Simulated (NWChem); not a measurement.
# C3H10Si; SMILES CC[SiH2]C

```xyz
14

C     -0.0631     2.2971     0.0000
C      0.6510     0.9478     0.0000
Si    -0.4992    -0.5513     0.0000
C      0.4667    -2.1663     0.0000
H      0.6490     3.1379     0.0000
H     -0.7071     2.4149    -0.8862
H     -0.7071     2.4149     0.8862
H      1.3135     0.8622     0.8799
H      1.3135     0.8622    -0.8799
H     -1.3882    -0.4937    -1.2074
H     -1.3882    -0.4937     1.2074
H      1.1097    -2.2413     0.8909
H     -0.2132    -3.0322     0.0000
H      1.1097    -2.2413    -0.8909
```
Atoms are numbered in this order, from 1.

All runs: NWChem. The geometry was optimised at PBE0/def2-SVP. Level: PBE0/def2-SVP with SMD (1 M gas to 1 M solution), gas-phase geometry. Reactions with the solvent are ignored.

Estimate the computed values for solvent water. Quantities: solvation free energy (kcal/mol); cavity-dispersion-structure term (kcal/mol); dipole in solution (D).


```json
{
 "solvation free energy (kcal/mol)": "2.7",
 "cavity-dispersion-structure term (kcal/mol)": "4.0",
 "dipole in solution (D)": "1.17"
}
```
